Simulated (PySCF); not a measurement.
diiodomethane (CH$_{2}$I$_{2}$), singlet, at a GFN2-xTB geometry (all electrons, no relativity); B3LYP/3-21G (PySCF).

The PySCF input:
```python
from pyscf import gto, scf, dft

mol = gto.Mole()
mol.atom = '''
    I    -1.801318    0.103525    0.010569
    C    -0.006413   -1.071194    0.028147
    I     1.802424    0.081268   -0.015425
    H    -0.003488   -1.660005    0.937825
    H    -0.016669   -1.706886   -0.849356
'''
mol.basis = '3-21g'
mol.charge = 0
mol.spin = 0
mol.verbose = 4
mol.build()

mf = dft.RKS(mol)
mf.xc = 'b3lyp'
mf.kernel()
```

It wrote (shortened):

```
PySCF version 2.14.0

[INPUT] verbose = 4
[INPUT] num. atoms = 5
[INPUT] num. electrons = 114
[INPUT] charge = 0
[INPUT] spin (= nelec alpha-beta = 2S) = 0
[INPUT] symmetry False subgroup None
[INPUT] Mole.unit = angstrom
[INPUT] Symbol           X                Y                Z      unit          X                Y                Z       unit  Magmom
[INPUT]  1 I     -1.801318000000   0.103525000000   0.010569000000 AA   -3.403997683249   0.195633897046   0.019972515411 Bohr   0.0
[INPUT]  2 C     -0.006413000000  -1.071194000000   0.028147000000 AA   -0.012118813637  -2.024263286277   0.053190121228 Bohr   0.0
[INPUT]  3 I      1.802424000000   0.081268000000  -0.015425000000 AA    3.406087720343   0.153574262691  -0.029149025471 Bohr   0.0
[INPUT]  4 H     -0.003488000000  -1.660005000000   0.937825000000 AA   -0.006591364722  -3.136954815409   1.772232402770 Bohr   0.0
[INPUT]  5 H     -0.016669000000  -1.706886000000  -0.849356000000 AA   -0.031499844770  -3.225547065854  -1.605050222256 Bohr   0.0

nuclear repulsion = 617.30416983061
number of shells = 35
number of NR pGTOs = 183
number of NR cGTOs = 75
basis = 3-21g
ecp = {}

******** <class 'pyscf.dft.rks.RKS'> ********
method = RKS
initial guess = minao
damping factor = 0
level_shift factor = 0
DIIS = <class 'pyscf.scf.diis.CDIIS'>
diis_start_cycle = 1
diis_space = 8
diis_damp = 0
SCF conv_tol = 1e-09
SCF conv_tol_grad = None
SCF max_cycles = 50
direct_scf = True
direct_scf_tol = 1e-13
XC library pyscf.dft.libxc version 7.1.2
    S. Lehtola, C. Steigemann, M. J. T. Oliveira, and M. A. L. Marques,  SoftwareX 7, 1–5 (2018)
XC functionals = b3lyp
    P. J. Stephens, F. J. Devlin, C. F. Chabalowski, and M. J. Frisch,  J. Phys. Chem. 98, 11623 (1994)
radial grids:
    Treutler-Ahlrichs [JCP 102, 346 (1995); DOI:10.1063/1.469408] (M4) radial grids

becke partition: Becke, JCP 88, 2547 (1988); DOI:10.1063/1.454033
pruning grids: <function nwchem_prune>
grids dens level: 3
symmetrized grids: False
atomic radii adjust function: <function treutler_atomic_radii_adjust>
small_rho_cutoff = 0
Set gradient conv threshold to 3.16228e-05
Initial guess from minao.
tot grids = 77656
init E= -13784.269530769
  HOMO = -0.314370840422566  LUMO = -0.141107557947007  gap/eV = 4.71473
cycle= 1 E= -13819.1022494822  delta_E= -34.8  |g|= 0.234  |ddm|= 2.66
  HOMO = -0.22930513824325  LUMO = -0.0690385850196213  gap/eV = 4.36108
cycle= 2 E= -13819.0929579755  delta_E= 0.00929  |g|= 0.289  |ddm|= 0.953
  HOMO = -0.244451810955803  LUMO = -0.0568896150559499  gap/eV = 5.10383
cycle= 3 E= -13819.1177927884  delta_E= -0.0248  |g|= 0.0759  |ddm|= 0.472
  HOMO = -0.252220837880807  LUMO = -0.068272137431423  gap/eV = 5.00550
cycle= 4 E= -13819.1193859841  delta_E= -0.00159  |g|= 0.00842  |ddm|= 0.105
  HOMO = -0.250421631127852  LUMO = -0.0661573908648341  gap/eV = 5.01409
cycle= 5 E= -13819.1194093937  delta_E= -2.34e-05  |g|= 0.000379  |ddm|= 0.018
  HOMO = -0.250500334363106  LUMO = -0.0662216343104789  gap/eV = 5.01448
cycle= 6 E= -13819.1194094463  delta_E= -5.26e-08  |g|= 0.000114  |ddm|= 0.00116
  HOMO = -0.250498681252775  LUMO = -0.0662091502596505  gap/eV = 5.01477
cycle= 7 E= -13819.1194094512  delta_E= -4.92e-09  |g|= 6.04e-06  |ddm|= 0.00023
  HOMO = -0.25049924720979  LUMO = -0.0662103569755637  gap/eV = 5.01476
cycle= 8 E= -13819.1194094512  delta_E= 3.64e-11  |g|= 6.97e-07  |ddm|= 1.98e-05
  HOMO = -0.250499150552789  LUMO = -0.066210167333149  gap/eV = 5.01476
Extra cycle  E= -13819.1194094512  delta_E= -1.64e-11  |g|= 9.76e-07  |ddm|= 3.22e-06
converged SCF energy = -13819.1194094512
```
